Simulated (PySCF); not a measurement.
A calculated (UHF, PySCF 2.14, ANO-RCC-VTZP, the spin-free X2C one-electron Hamiltonian (Gaussian nucleus)) atom or ion has these occupied shells.

```csv
shell,electrons,orbital energy (eV),"rms radius, mean of both spins (bohr)"
1s α,1,-5544.7,0.0768
1s β,1,-5544.5,0.0768
2s α,1,-683.43,0.332
2s β,1,-681.94,0.332
2p α,3,-571.84,0.303
2p β,3,-570.47,0.303
3s α,1,-114.19,1.01
3s β,1,-109.50,1.01
3p α,3,-81.374,1.08
3p β,3,-76.019,1.08
3d α,2,-37.521,1.33
4s α,1,-22.806,3.28
```

Name the element and its charge.

V(2+) (vanadium, charge +2), in [Ar] 3d2 4s1, high-spin 4F determinant (an excited configuration).
